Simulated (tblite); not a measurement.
Record of a relaxation.

Species: C7H8FO (doublet state).
Atom-mapped SMILES: `[CH3:1][O:2][C@@:3]12[CH:4][CH:5]=[C:6]([F:7])[C@@H:8]1[CH2:9]2` (hydrogens: H10, H11, H12 on C1; H13 on C4; H14 on C5; H15 on C8; H16, H17 on C9)
Bond orders are those of one Lewis drawing.

Computed with GFN2-xTB (tblite), gas phase: L-BFGS steps from a force-field or distance-geometry start until the largest atomic force falls under 0.01 eV/Å. 10 of its 82 geometries are shown.

Step 0: E = -754.4696 eV, largest atomic force 2.643 eV/Å
```
atom  x, y, z in Å  |  force x, y, z in eV/Å
C1      2.396    0.147   -0.242    1.996   0.640   0.209
O2      1.502   -0.829    0.110    0.075  -0.930   0.235
C3      0.207   -0.464    0.300   -0.928   0.249   1.270
C4     -0.235    0.562    1.292   -0.556   1.461  -1.275
C5     -1.555    1.079    0.858    0.469  -0.390   0.563
C6     -1.871    0.609   -0.359    0.281   0.203   0.227
F7     -3.008    0.910   -1.042    0.831  -0.371   0.124
C8     -0.763   -0.273   -0.813   -1.158  -0.618  -2.294
C9     -0.752   -1.598   -0.081   -0.610   0.174   0.378
H10     3.388   -0.358   -0.331   -0.601   0.158  -0.060
H11     2.174    0.589   -1.221   -0.103   0.313   0.254
H12     2.548    0.893    0.576   -0.339  -0.074  -0.706
H13     0.428    1.441    1.370    0.068  -0.914   0.957
H14    -2.178    1.755    1.420    0.225  -0.063   0.141
H15    -0.366   -0.192   -1.837   -0.505  -0.294   0.362
H16    -1.589   -1.825    0.631    0.913   0.215  -0.939
H17    -0.333   -2.434   -0.642   -0.057   0.241   0.554
```

Step 9: E = -755.4073 eV, largest atomic force 0.595 eV/Å
```
atom  x, y, z in Å  |  force x, y, z in eV/Å
C1      2.440    0.170   -0.231   -0.162   0.090  -0.112
O2      1.492   -0.805    0.143   -0.002   0.197  -0.236
C3      0.175   -0.373    0.217    0.095  -0.350   0.332
C4     -0.208    0.697    1.143   -0.019  -0.287   0.051
C5     -1.487    1.134    0.816   -0.276   0.098  -0.181
C6     -1.870    0.597   -0.399    0.346   0.140  -0.109
F7     -2.997    0.863   -1.092    0.319  -0.087   0.328
C8     -0.828   -0.320   -0.929   -0.362  -0.145  -0.034
C9     -0.772   -1.566   -0.062    0.179   0.302  -0.080
H10     3.372   -0.371   -0.343    0.172   0.048  -0.002
H11     2.166    0.651   -1.172    0.008  -0.036  -0.178
H12     2.537    0.959    0.517    0.083  -0.018   0.169
H13     0.495    1.180    1.812   -0.440  -0.394   0.070
H14    -2.095    1.761    1.448    0.095   0.143  -0.252
H15    -0.560   -0.335   -1.978   -0.172  -0.131   0.126
H16    -1.621   -1.804    0.573    0.298   0.178  -0.039
H17    -0.246   -2.427   -0.470   -0.163   0.252   0.146
```

Step 18: E = -755.6245 eV, largest atomic force 0.249 eV/Å
```
atom  x, y, z in Å  |  force x, y, z in eV/Å
C1      2.456    0.216   -0.272   -0.148  -0.013   0.001
O2      1.518   -0.785    0.070   -0.077   0.122  -0.041
C3      0.193   -0.388    0.196    0.006  -0.099   0.006
C4     -0.250    0.622    1.172    0.140   0.004   0.009
C5     -1.458    1.164    0.783    0.018   0.048  -0.110
C6     -1.808    0.653   -0.448   -0.061  -0.166  -0.077
F7     -2.972    0.877   -1.073    0.031   0.142  -0.141
C8     -0.838   -0.332   -0.939   -0.032  -0.151   0.117
C9     -0.761   -1.551   -0.029    0.047   0.017  -0.011
H10     3.406   -0.300   -0.372    0.065  -0.018  -0.026
H11     2.197    0.702   -1.215   -0.025   0.036  -0.073
H12     2.535    0.972    0.510   -0.017   0.099   0.071
H13     0.306    0.882    2.049    0.043  -0.032   0.088
H14    -2.039    1.888    1.320    0.013   0.000   0.094
H15    -0.669   -0.461   -1.999    0.103   0.040   0.087
H16    -1.571   -1.726    0.665    0.138  -0.058  -0.038
H17    -0.254   -2.421   -0.427   -0.243   0.031   0.043
```

Step 27: E = -755.6674 eV, largest atomic force 0.157 eV/Å
```
atom  x, y, z in Å  |  force x, y, z in eV/Å
C1      2.433    0.260   -0.295   -0.071  -0.086   0.025
O2      1.523   -0.770    0.032   -0.048  -0.040   0.047
C3      0.192   -0.421    0.203    0.025  -0.049   0.020
C4     -0.248    0.594    1.181    0.060  -0.074   0.074
C5     -1.434    1.169    0.769   -0.012  -0.016   0.005
C6     -1.792    0.655   -0.459    0.001  -0.073  -0.075
F7     -2.891    0.974   -1.155    0.009   0.089  -0.039
C8     -0.849   -0.365   -0.916    0.066  -0.078   0.046
C9     -0.767   -1.582    0.002   -0.007   0.053  -0.049
H10     3.391   -0.245   -0.385    0.104   0.017  -0.069
H11     2.181    0.744   -1.243   -0.050   0.038   0.037
H12     2.503    1.007    0.500   -0.103   0.082  -0.017
H13     0.265    0.802    2.099    0.059   0.001  -0.018
H14    -1.998    1.902    1.313   -0.013   0.040   0.037
H15    -0.629   -0.488   -1.965   -0.044  -0.055  -0.009
H16    -1.546   -1.745    0.735    0.046   0.026  -0.108
H17    -0.340   -2.478   -0.428   -0.023   0.125   0.092
```

Step 36: E = -755.6954 eV, largest atomic force 0.103 eV/Å
```
atom  x, y, z in Å  |  force x, y, z in eV/Å
C1      2.383    0.291   -0.305   -0.058  -0.041   0.008
O2      1.538   -0.787    0.041   -0.047  -0.043   0.010
C3      0.201   -0.466    0.219   -0.010  -0.027   0.014
C4     -0.242    0.541    1.204    0.084   0.049   0.034
C5     -1.400    1.152    0.773   -0.004   0.028   0.008
C6     -1.745    0.663   -0.474    0.043  -0.029  -0.045
F7     -2.747    1.113   -1.241   -0.013  -0.024   0.027
C8     -0.836   -0.393   -0.908    0.042  -0.061   0.015
C9     -0.776   -1.601    0.026   -0.025   0.001  -0.056
H10     3.374   -0.142   -0.418    0.021   0.020   0.006
H11     2.081    0.759   -1.247   -0.055  -0.003  -0.002
H12     2.399    1.049    0.484   -0.003   0.038  -0.007
H13     0.284    0.741    2.117   -0.011  -0.011   0.020
H14    -1.951    1.896    1.314   -0.018   0.056   0.010
H15    -0.636   -0.561   -1.953    0.027   0.040  -0.032
H16    -1.570   -1.734    0.746    0.057  -0.016  -0.020
H17    -0.365   -2.508   -0.389   -0.030   0.022   0.011
```

Step 45: E = -755.7034 eV, largest atomic force 0.066 eV/Å
```
atom  x, y, z in Å  |  force x, y, z in eV/Å
C1      2.346    0.295   -0.308   -0.016   0.002   0.000
O2      1.544   -0.807    0.062   -0.021   0.001   0.024
C3      0.207   -0.490    0.235   -0.012   0.001   0.022
C4     -0.227    0.529    1.214    0.018   0.020   0.044
C5     -1.369    1.162    0.767   -0.020  -0.003   0.019
C6     -1.709    0.672   -0.479   -0.002  -0.016  -0.034
F7     -2.709    1.128   -1.246   -0.008  -0.018  -0.006
C8     -0.813   -0.397   -0.905    0.002  -0.062   0.011
C9     -0.779   -1.611    0.023   -0.015  -0.003  -0.025
H10     3.355   -0.092   -0.431    0.004  -0.006  -0.022
H11     1.998    0.739   -1.245    0.017   0.001  -0.036
H12     2.340    1.064    0.469    0.006   0.028   0.012
H13     0.286    0.718    2.138   -0.002  -0.015  -0.001
H14    -1.922    1.917    1.292    0.027   0.044   0.041
H15    -0.600   -0.550   -1.951    0.025  -0.016   0.000
H16    -1.571   -1.743    0.745   -0.014   0.015  -0.041
H17    -0.382   -2.523   -0.392    0.011   0.028  -0.009
```

Step 54: E = -755.7059 eV, largest atomic force 0.024 eV/Å
```
atom  x, y, z in Å  |  force x, y, z in eV/Å
C1      2.332    0.298   -0.311    0.010   0.002  -0.005
O2      1.543   -0.807    0.079    0.003  -0.004   0.008
C3      0.204   -0.497    0.248    0.001   0.005   0.012
C4     -0.229    0.525    1.224    0.005   0.006   0.023
C5     -1.362    1.166    0.769    0.000  -0.003   0.006
C6     -1.701    0.673   -0.479    0.007   0.001  -0.003
F7     -2.703    1.118   -1.247   -0.009   0.013  -0.006
C8     -0.803   -0.398   -0.900   -0.003  -0.014  -0.003
C9     -0.782   -1.615    0.019    0.002   0.000   0.002
H10     3.344   -0.081   -0.440    0.010  -0.013  -0.004
H11     1.977    0.728   -1.253   -0.005  -0.007  -0.013
H12     2.327    1.077    0.457    0.001   0.011  -0.005
H13     0.284    0.708    2.148   -0.007   0.001   0.008
H14    -1.898    1.935    1.293   -0.014  -0.002  -0.003
H15    -0.573   -0.550   -1.943   -0.003   0.012  -0.011
H16    -1.587   -1.747    0.726   -0.002  -0.007  -0.005
H17    -0.379   -2.523   -0.398    0.004  -0.002   0.001
```

Step 63: E = -755.7070 eV, largest atomic force 0.030 eV/Å
```
atom  x, y, z in Å  |  force x, y, z in eV/Å
C1      2.331    0.294   -0.320    0.011  -0.001  -0.006
O2      1.544   -0.803    0.100   -0.009  -0.002  -0.007
C3      0.204   -0.496    0.261   -0.005   0.027  -0.007
C4     -0.237    0.523    1.237    0.006   0.007   0.025
C5     -1.368    1.165    0.775    0.004   0.003   0.012
C6     -1.697    0.675   -0.476   -0.001  -0.002   0.010
F7     -2.694    1.128   -1.247    0.002  -0.012  -0.022
C8     -0.796   -0.395   -0.895   -0.007  -0.002  -0.009
C9     -0.779   -1.616    0.017   -0.005   0.014  -0.011
H10     3.341   -0.088   -0.449    0.016  -0.014   0.014
H11     1.972    0.703   -1.270   -0.028  -0.011  -0.005
H12     2.331    1.091    0.430   -0.005   0.002  -0.004
H13     0.272    0.710    2.163   -0.013  -0.014  -0.011
H14    -1.911    1.934    1.291    0.000  -0.006   0.017
H15    -0.560   -0.534   -1.939    0.013  -0.012  -0.002
H16    -1.593   -1.758    0.711    0.016   0.009   0.011
H17    -0.368   -2.522   -0.400    0.005   0.014  -0.004
```

Step 72: E = -755.7082 eV, largest atomic force 0.012 eV/Å
```
atom  x, y, z in Å  |  force x, y, z in eV/Å
C1      2.329    0.285   -0.334    0.003   0.000  -0.001
O2      1.545   -0.797    0.125   -0.003  -0.001   0.000
C3      0.204   -0.489    0.275   -0.002   0.004   0.001
C4     -0.250    0.522    1.253    0.006   0.002   0.008
C5     -1.379    1.163    0.784    0.009  -0.002   0.002
C6     -1.693    0.681   -0.474    0.003   0.001   0.004
F7     -2.678    1.137   -1.259   -0.002  -0.005   0.001
C8     -0.785   -0.384   -0.890   -0.001   0.001  -0.005
C9     -0.772   -1.611    0.015   -0.005   0.003  -0.002
H10     3.338   -0.103   -0.455    0.005   0.006   0.000
H11     1.960    0.660   -1.295    0.007  -0.002  -0.006
H12     2.333    1.108    0.388   -0.006   0.000  -0.001
H13     0.247    0.700    2.187   -0.006   0.001  -0.001
H14    -1.929    1.926    1.304    0.000  -0.012   0.000
H15    -0.538   -0.519   -1.931    0.004  -0.002  -0.002
H16    -1.588   -1.762    0.704   -0.004   0.007  -0.001
H17    -0.350   -2.509   -0.406   -0.007  -0.003   0.003
```

Step 81: E = -755.7085 eV, largest atomic force 0.010 eV/Å
```
atom  x, y, z in Å  |  force x, y, z in eV/Å
C1      2.329    0.284   -0.339   -0.002  -0.001   0.001
O2      1.547   -0.796    0.128   -0.006  -0.002   0.003
C3      0.206   -0.488    0.277   -0.003   0.004   0.002
C4     -0.251    0.521    1.256    0.002   0.001   0.005
C5     -1.380    1.161    0.787    0.002  -0.006   0.002
C6     -1.689    0.683   -0.474    0.000   0.004  -0.001
F7     -2.675    1.137   -1.258   -0.005   0.001  -0.002
C8     -0.779   -0.381   -0.890   -0.004   0.001   0.000
C9     -0.773   -1.607    0.015    0.003  -0.001   0.000
H10     3.341   -0.100   -0.452   -0.001   0.002   0.010
H11     1.964    0.648   -1.305    0.001   0.000  -0.003
H12     2.325    1.113    0.376    0.001   0.004  -0.004
H13     0.241    0.698    2.193    0.006  -0.007  -0.005
H14    -1.935    1.917    1.310    0.005  -0.003  -0.007
H15    -0.528   -0.516   -1.931   -0.003   0.003   0.003
H16    -1.593   -1.753    0.701    0.003   0.004  -0.001
H17    -0.356   -2.509   -0.404    0.002  -0.004   0.000
```

Question: Summarise the path.

Answer: The energy falls by 1.2389 eV from step 0 to step 81; nine tenths of that is first reached at step 15. It falls at every step. The largest force goes from 2.643 to 0.010 eV/Å. Among the bonds C4–C5 changes most, from 1.483 to 1.380 Å; the atoms move by 0.362 Å rms after alignment.

What follows is the cost of the whole relaxation. The run took 0.53 s on one thread of an Arm Neoverse V1, shared host with 32 logical CPUs at a one-minute load of 15.
